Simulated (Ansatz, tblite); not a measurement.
Cost and result up the ladder for Li₄H₄ (relaxed from a model of (LiH)4 ring, whose bonding it doesn't keep) (8 atoms). Charge 0, multiplicity 1. Geometry: PBE0-D4/def2-TZVP.

```tsv
atom	x (Å)	y (Å)	z (Å)
Li1	-2.1161	0.0774	-0.0231
H2	-1.5527	1.5981	0.4418
Li3	0.0677	2.0330	0.6030
H4	1.6546	1.4794	0.4816
Li5	2.1159	-0.0802	0.0321
H6	1.5527	-1.5990	-0.4395
Li7	-0.0675	-2.0297	-0.6126
H8	-1.6546	-1.4791	-0.4832
```

Ansatz on 4 threads of Arm Neoverse V2 on a shared host; xTB runs through tblite on one thread. Times are rough, summed over both states, and most runs start from the orbitals of an earlier one. PBE0-D4/def2-TZVP serves as the yardstick here, not as an exact answer. The other state is a doublet.

The xTB rows come from tblite. Correlated methods freeze no core orbitals; core or outer-core shells of Li are correlated, in sets that lack core-valence functions. In CCSD on the charge 1 doublet the largest single amplitude is 0.40, so its Hartree–Fock determinant may place the open shell otherwise than the density functionals do. HOMO above LUMO, or a gap near zero within one spin, warns that the state may not be the lowest or that an electron is smeared out.

Run but left out: HF/def2-TZVPP, MP2/def2-TZVPP (charge +1 doublet: a determinant that CCSD turns far, T1 0.091).

Correlated methods converge slowly with the basis.

Raw xTB energies of ions are shifted by several eV.

| level | functions | wall time | vertical IE (eV) | difference from PBE0-D4/def2-TZVP (eV) | remarks |
| --- | --- | --- | --- | --- | --- |
| GFN2-xTB | 20 | 0.004 s | 11.85 | 3.31 | – |
| GFN1-xTB | 24 | 0.005 s | 14.43 | 5.89 | – |
| PBE-D4/def2-TZVP (with forces) | 80 | 1.1 s | 8.06 | -0.49 | gap within one spin near zero (+1 doublet) |
| r2SCAN-D4/def2-TZVP | 80 | 2.2 s | 8.18 | -0.37 | – |
| PBE0-D4/def2-TZVP | 80 | 2.5 s | 8.55 | 0.00 | – |
| CCSD(T)/def2-TZVPP | 132 | 24 s | 9.33 | 0.78 | large T1 (0.091) (+1 doublet) |
